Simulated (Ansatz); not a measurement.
The cluster Os2O2⁺, relaxed as a doublet with UKS PBE0-D4/def2-TZVP in Ansatz, starting from the GFN1-xTB geometry. Force threshold 0.02 eV/Å.

In the def2 sets Os takes a core potential; there is no spin–orbit coupling. The charge 1 doublet is spin-contaminated (final ⟨S²⟩ up to 1.85, 0.75 for a pure state). Another isomer (doublet) lies 1.51 eV lower at PBE0-D4/def2-TZVP; other spin states weren't run for this one.

Start:

```csv
atom,x (Å),y (Å),z (Å)
Os1,0.2341,0.9279,0.8538
Os2,-0.8613,-0.5485,-0.7759
O3,0.0056,-0.8673,0.7821
O4,0.6216,0.4879,-0.8600
```

Estimate the energy that the relaxation releases and the steps that it takes.

28.1 kJ/mol, in 8 steps; 37 s on 4 threads of Arm Neoverse V1 on a shared host. The force fell under the threshold at step 7, but the optimiser went on. No frequencies were taken in this run, so the end may be a saddle point.

Does the start keep its bonding and symmetry?

By distances, no bond broke or formed. The bond that changes most is Os2–O4, from 1.81 to 1.91 Å (atoms count from 1). Point group C2v at the start, Cs at the end, both within 0.05 Å.

Predict the relaxed structure.


| atom | x (Å) | y (Å) | z (Å) |
| --- | --- | --- | --- |
| Os1 | 0.271 | 0.900 | 0.844 |
| Os2 | -0.859 | -0.582 | -0.803 |
| O3 | -0.047 | -0.910 | 0.889 |
| O4 | 0.636 | 0.592 | -0.931 |
Bond lengths (bridged metal pairs left out): 4 × O–Os 1.84 to 1.91 Å.
